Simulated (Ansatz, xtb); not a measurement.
**Relative energy of two isomers of C4H2BrFS**

Structure X: `Fc1csc(Br)c1`, a singlet. Structure Y: `Fc1ccsc1Br`, a singlet. Both are isolated molecules in the gas phase, relaxed with B3LYP/def2-SVP.

Quicker runs give these differences E(Y) − E(X): GFN2-xTB +1.98 kcal/mol; HF/STO-3G +0.44 kcal/mol (at GFN2-xTB geometries); r2SCAN-D4/def2-SVP +0.74 kcal/mol (at GFN2-xTB geometries).

Question: Estimate E(Y) − E(X) at the level CCSD(T)/def2-SVP + ΔMP2/def2-TZVPP.

Answer: CCSD(T)/def2-SVP + ΔMP2/def2-TZVPP gives E(Y) − E(X) = +0.78 kcal/mol, slightly favouring structure X, which is too small a margin to settle the true order.

How the difference moves with the method:

```
                             level        geometry  E(Y) − E(X) (kcal/mol)  departure from the last row (kcal/mol)  job, with rough time for the two
                          GFN2-xTB        GFN2-xTB                     +1.98                                   +1.20              optimisation, 0.57 s
                         HF/STO-3G        GFN2-xTB                     +0.44                                   −0.34               single point, 2.7 s
                r2SCAN-D4/def2-SVP        GFN2-xTB                     +0.74                                   −0.04                single point, 13 s
                    B3LYP/def2-SVP  B3LYP/def2-SVP                     +0.74                                   −0.04             optimisation, 1.9 min
                       HF/def2-SVP  B3LYP/def2-SVP                     +0.64                                   −0.14           part of the CCSD(T) run
                      MP2/def2-SVP  B3LYP/def2-SVP                     +0.69                                   −0.09           part of the CCSD(T) run
                  CCSD(T)/def2-SVP  B3LYP/def2-SVP                     +0.55                                   −0.22                      single point
CCSD(T)/def2-SVP + ΔMP2/def2-TZVPP  B3LYP/def2-SVP                     +0.78                                                     single point, 3.8 min
```

As drawn, both hold the same kinds of bond in the same numbers.

The largest departure from CCSD(T)/def2-SVP + ΔMP2/def2-TZVPP is that of GFN2-xTB, 1.20 kcal/mol. The last row adds to CCSD(T) the change of the MP2 difference between the two basis sets, here +0.22 kcal/mol.

With thermal terms from frequencies at re-optimised GFN2-xTB minima (ideal gas, soft modes damped towards free rotors, one conformer each, 298.15 K, 1 atm): on the last row, ΔE + ΔZPE = +0.80, ΔH = +0.82, ΔG = +0.76 kcal/mol.

The correlated steps freeze 19 core orbitals; the filled d shell of Br is correlated, in a basis made for valence electrons. Codes used: Ansatz 0.2.0, xtb 6.7.1; the last row on 2 threads of Intel(R) Xeon(R) Processor @ 2.50GHz (Skylake/Cascade Lake) on a shared host.
